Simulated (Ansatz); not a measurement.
A structure relaxed at PBE-D4/def2-TZVP in Ansatz, charge 0, singlet:

```xyz
3

Sn    0.0502   -0.5422    0.6768
F    -0.3647    1.3714    0.5682
F     0.3145   -0.8292   -1.2451
```

(1) Give its formula and point group.

(2) Summarise the bond lengths by kind (pairs closer than 1.2 times the sum of covalent radii, bridged metal pairs left out).

Answers

(1) the cluster SnF₂. Point group C2v (tolerance 0.1 Å).

(2) 2 × F–Sn 1.96 Å.

In the def2 sets Sn takes a core potential; there is no spin–orbit coupling. The structure comes from a short search, and lower isomers may exist.
